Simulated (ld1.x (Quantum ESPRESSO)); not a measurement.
The numbers below are computed, except where a source is named.
Potentials for Br (Z = 35) compared

Generated with ld1.x 7.5 (TM, RRKJ, ultrasoft, PAW), atompaw 4.2 or ONCVPSP 4.0.1. The cutoff is in Ry: for ld1.x and atompaw files where the sum of valence levels is converged to 10 mRy in a Bessel basis, for ONCV files where the hardest occupied wave has 1 mHa per electron of residual kinetic energy. The error is the largest all-electron minus pseudo excitation energy over each file’s own four to seven test configurations (ionisations up to +4, promotions, holes and added fractions of an electron), all of which were solved. The labels leave out finer settings (local radius, basis sizes, second energies), which also bear on the numbers. Spin-polarised tests are not counted. The rows are a selection from randomly drawn settings: files with unsolved tests, undetermined cutoffs or missed reference levels are left out.

A true bound ghost makes a file unfit for plane-wave use even where its test errors are small: the radial tests pick states by their node count and pass the ghost by.

| potential | cutoff (Ry) | largest error (meV) | bound ghosts |
| --- | --- | --- | --- |
| ultrasoft, LDA (PZ), scalar-relativistic, rc 1.60/1.70 (sp), local smoothed, core correction yes, reference 4s2 4p4 | 15 | -154 | d |
| TM, LDA (PZ), scalar-relativistic, rc 1.10/1.35 (sp), local smoothed, core correction no, reference 4s2 4p5 | 100 | +298 | s, d |
| ultrasoft, LDA (PZ), scalar-relativistic, rc 1.50/1.50/1.60 (spd), local smoothed, core correction no, reference 4s2 4p5 | 18 | +9.2 | none |
| PAW, PBE, scalar-relativistic, rc 1.65/2.05/0.95 (spd), local smoothed, core correction yes, reference 3d10 4s2 4p5 | 180 | +50 | s |

(1) Fill in the row for Br: TM semilocal, revPBE, scalar-relativistic, rc 1.30/1.75/1.55 (spd), local s, core correction yes, reference 4s2 4p5.

(2) Fill in the row for Br: TM, revPBE, fully relativistic, rc 1.35/1.70 (sp), local s, core correction yes, reference 4s2 4p4.

Results:

(1) cutoff 45 Ry, largest error -57 meV, bound ghosts: none.

(2) cutoff 45 Ry, largest error +9.2 meV, bound ghosts: none.
